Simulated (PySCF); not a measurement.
# One molecule, a ladder of functionals, a line

Molecule: SMILES C#CCB(Cl)Cl, C₃H₃BCl₂.

Atoms are numbered as in `[CH:1]#[C:2][CH2:3][B:4]([Cl:5])[Cl:6]`. Hydrogens are named by the atom that carries them.

GIAO shieldings (ppm, equivalent atoms averaged) in PySCF 2.14 on the PBE0-D3(BJ)/def2-SVP geometry, basis pcSseg-2, gas phase, non-relativistic:

| functional | exact exchange (%) | σ(C2) | σ(C1) | σ(C3) | σ(B4) |
| --- | --- | --- | --- | --- | --- |
| BLYP | 0 | 94.9 | 101.2 | 153.0 | 28.1 |
| BP86 | 0 | 98.6 | 102.8 | 157.1 | 32.9 |
| PBE | 0 | 98.2 | 102.8 | 157.2 | 31.9 |
| PBE0 | 25 | 102.4 | 104.8 | 163.7 | 37.0 |
| mPW1PW91 | 25 | 102.1 | 104.3 | 163.1 | 37.0 |
| BHandHLYP | 50 | 103.3 | 105.1 | 165.9 | 39.5 |
| HF | 100 | 112.0 | 110.7 | 176.5 | 53.8 |

(1) Fit each shielding as a line in the percentage of exact exchange.

(2) What does the line predict for B3LYP (20 %), and what does the run give?

## Answers

(1) σ(C2) = 97.6 + 0.14 x (rms 1.4 ppm); σ(C1) = 102.2 + 0.08 x (rms 0.7 ppm); σ(C3) = 156.5 + 0.20 x (rms 1.7 ppm); σ(B4) = 30.9 + 0.22 x (rms 1.7 ppm). The functionals also differ in their semilocal parts, which the line can't hold; Hartree–Fock has no correlation at all.

(2) σ(C2): 100.4 predicted, 98.4 computed; σ(C1): 103.8 predicted, 102.6 computed; σ(C3): 160.5 predicted, 158.7 computed; σ(B4): 35.3 predicted, 32.4 computed ppm.
